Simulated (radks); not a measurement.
Problem. Mo III, 40 electrons, occupied as [Kr] 4d3 5p1 (not the ground configuration). All-electron calculation, Dirac Kohn-Sham, PBE, spin-unpolarised, spherical densities, finite nucleus; open shells fill j = l - 1/2 first; Fermi nuclear charge, rms radius 4.4091 fm. Program: a radial shooting solver on a logarithmic mesh with Libxc functionals. Some entries of the table are withheld. Estimate them.

| orbital | occ. | eigenvalue (hartree) | <1/r> (bohr^-1) | <r^2> (bohr^2) |
|---|---|---|---|---|
| 1s1/2 | 2 | -728.9698 | 43.55 | 0.001669 |
| 2s1/2 | 2 | -103.6977 | 9.912 | 0.02779 |
| 2p1/2 | 2 | -95.46585 | 9.888 | 0.02099 |
| 2p3/2 | 4 | -91.55007 | 9.415 | 0.02235 |
| 3s1/2 | 2 | -18.38238 | 3.391 | 0.2106 |
| 3p1/2 | 2 | -15.25033 | 3.290 | 0.2088 |
| 3p3/2 | 4 | -14.60543 | 3.176 | 0.2191 |
| 3d3/2 | 4 | -9.07062 | (1) | 0.2054 |
| 3d5/2 | 6 | -8.94849 | (2) | 0.2087 |
| 4s1/2 | 2 | -3.22076 | 1.245 | 1.365 |
| 4p1/2 | 2 | -2.32190 | 1.128 | 1.634 |
| 4p3/2 | 4 | -2.22739 | 1.096 | 1.712 |
| 4d3/2 | 3 | -0.91132 | 0.8068 | 3.183 |
| 4d5/2 | 0 | -0.90117 | 0.7996 | 3.235 |
| 5s1/2 | 0 | -0.72655 | 0.4560 | 9.053 |
| 5p1/2 | 1 | (3) | (4) | (5) |
| 5p3/2 | 0 | (6) | (7) | (8) |

Solution. 
(1) 3d3/2 <1/r> (bohr^-1): 2.987
(2) 3d5/2 <1/r> (bohr^-1): 2.958
(3) 5p1/2 eigenvalue (hartree): -0.53674
(4) 5p1/2 <1/r> (bohr^-1): 0.3852
(5) 5p1/2 <r^2> (bohr^2): 12.49
(6) 5p3/2 eigenvalue (hartree): -0.52496
(7) 5p3/2 <1/r> (bohr^-1): 0.3772
(8) 5p3/2 <r^2> (bohr^2): 12.97
